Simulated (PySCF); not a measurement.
Molecule: `FC(F)=C(F)C1CCC1`, C6H7F3.

Cartesian coordinates in Å; atom numbers follow the order of the lines, from 1:
```xyz
16

F     3.149    0.461    0.378
C     2.563   -0.557   -0.249
F     3.472   -1.401   -0.718
C     1.246   -0.672   -0.365
F     0.755   -1.746   -1.017
C     0.237    0.283    0.163
C    -0.845    0.755   -0.834
C    -1.925    0.455    0.215
C    -0.885   -0.318    1.038
H     0.753    1.110    0.649
H    -0.758    1.786   -1.166
H    -0.913    0.101   -1.701
H    -2.780   -0.120   -0.133
H    -2.281    1.350    0.719
H    -0.828   -0.085    2.098
H    -0.968   -1.395    0.911
```

Frames of a GFN2-xTB Langevin trajectory at 300 K; GIAO PBE0/pcSseg-1 shieldings in PySCF 2.14, gas phase, non-relativistic; equivalent atoms averaged within each frame.

Referencing at the same level of theory: ¹⁹F (σ = 170.95 ppm) against CFCl3; ¹³C (σ = 186.93 ppm) and ¹H (σ = 31.72 ppm) vs TMS. The references are static minima.

**Question.** How do the shifts (ppm) fluctuate along the trajectory?

**Answer.** 
| time (fs) | F3 | F1 | F5 | C2 | C4 | C6 | C7/C9 | C8 | H10 | H11/H15 |
| --- | --- | --- | --- | --- | --- | --- | --- | --- | --- | --- |
| 250 | -98.9 | -110.3 | -190.9 | 171.4 | 138.5 | 31.4 | 29.9 | 17.1 | 3.76 | 3.06 |
| 425 | -88.5 | -115.7 | -202.8 | 170.7 | 142.9 | 33.9 | 26.6 | 16.7 | 3.34 | 2.74 |
| 625 | -102.4 | -120.6 | -197.5 | 168.8 | 138.5 | 35.0 | 26.7 | 17.0 | 4.51 | 2.33 |
| 800 | -99.3 | -122.8 | -209.5 | 164.3 | 135.9 | 30.1 | 25.3 | 18.8 | 3.92 | 2.74 |
| 1000 | -100.6 | -123.0 | -186.7 | 169.4 | 147.6 | 29.3 | 26.2 | 16.4 | 2.34 | 2.47 |
| mean of frames | -98.0 | -118.5 | -197.5 | 168.9 | 140.7 | 31.9 | 26.9 | 17.2 | 3.58 | 2.67 |
| standard deviation | 5.5 | 5.4 | 9.1 | 2.7 | 4.6 | 2.4 | 1.7 | 0.9 | 0.81 | 0.28 |

5 frames give an uncertainty of the mean of about the standard deviation over 2.2 at best, since frames this close in time may not be independent; classical motion lacks zero-point vibration, and the reference would need the same averaging.
